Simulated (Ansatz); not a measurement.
Species: H₂F₂O₂Sn, SMILES `[F][Sn]([F])([OH])[OH]` (H–O–Sn–F torsion -96°, F–Sn–O–H torsion 20°) (charge 0, multiplicity 1), formula H2F2O2Sn.

### Question
How many basis functions does frozen-core CCSD(T)/def2-TZVPP // B3LYP-D3(BJ)/def2-TZVP (Ansatz, a quantum-chemistry and plane-wave program) use, how many core orbitals are frozen, and how many electrons are correlated?

### Answer
202 basis functions and 8 frozen orbitals, which leaves 42 correlated electrons (filled d shells below the valence shell are correlated). Core time is of the order of minutes.
